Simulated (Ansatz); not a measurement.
A run for Ansatz (a program for electronic structure): R-PBE/def2-TZVPPD on HBr (SMILES Br) with ghost functions. Files ending in .json are basis or fitting sets from the Basis Set Exchange.

Ansatz 0.2 input:
```yaml
crystal:
  periodic: [false, false, false]
  atoms:
    - {symbol: Br, position_ang: [-0.49929743, 0.26644676, -0.20399063]}
    - {symbol: H, position_ang: [0.26136496, -0.57131658, 0.66736226]}
basis:
  gaussian:
    orbitals: def2-TZVPPD.json
    ghost_atoms:
      - {symbol: Si, position_ang: [0.77349540, -1.00939328, 3.72370375]}
      - {symbol: Si, position_ang: [-0.75512089, 0.76688837, 3.82268105]}
      - {symbol: H, position_ang: [2.06809282, -0.62673224, 4.33647621]}
      - {symbol: H, position_ang: [1.04301040, -1.40128956, 2.31334981]}
      - {symbol: H, position_ang: [0.24234578, -2.20247750, 4.42540977]}
      - {symbol: H, position_ang: [-0.98764606, 1.11709783, 5.24542501]}
      - {symbol: H, position_ang: [-2.04251371, 0.37153299, 3.20694582]}
      - {symbol: H, position_ang: [-0.21329072, 1.95068246, 3.11714462]}
hamiltonian:
  xc: {name: PBE}
scf: {lower_state_search: off}
```

The log:

```
Functional definition: PBE
[...]
these checks for a lower state are left out or cut short: stability, starts, cluster_reference, orbital_swaps, neighbouring_geometries, increment
integrals: 0.26 GiB planned
1395 factors; their error is unknown
mean field: 1.47 GiB planned
mean field evaluation 1: about -70051.9790 eV, gradient 1.0e1 eV
mean field evaluation 2: about -70052.0605 eV, gradient 6.5e0 eV
mean field evaluation 4: about -70052.1728 eV, gradient 2.0e-1 eV
mean field evaluation 8: about -70052.1729 eV, gradient 6.7e-3 eV
mean field evaluation 16: about -70052.1685 eV, gradient 5.8e-7 eV
mean field -70052.16849875 eV, -2574.3697092638 hartree, gradient 5.9e-7 eV, S^2 0.000000; 0 other end points of the search recorded, 0 dependent functions left out
reference -70052.16854795 eV, -2574.3697110718 hartree; 18, 18 occupied and 254, 254 virtual orbitals, 1395 factors
Total energy: -70052.16854795 eV, -2574.3697110718 hartree
Checks for a lower state left out: stability, starts, cluster_reference, orbital_swaps, neighbouring_geometries, increment
```

Self-consistency was reached.

Cost: very roughly 3 core-seconds.
